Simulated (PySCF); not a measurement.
All values below come from PySCF with r2SCAN-D4/def2-TZVP. Gas-phase values, no solvent. Delta-SCF ions had no search for a lower state. 

Reference species (SMILES): `B1C[SiH2]1` (neutral, multiplicity 1).

```json
{
  "dipole_moment": "0.93 D",
  "LUMO": "-2.16 eV",
  "vertical ionisation energy (Delta-SCF)": "9.02 eV"
}
```

Changed species: `[H]/B=C\[SiH3]`.

Problem. Predict the effect on the dipole moment, LUMO and vertical ionisation energy (Delta-SCF).

Solution. the dipole moment falls by 0.15 D, to 0.78 D; the LUMO rises by 0.27 eV, to -1.89 eV; the vertical ionisation energy (Delta-SCF) rises by 0.13 eV, to 9.15 eV.
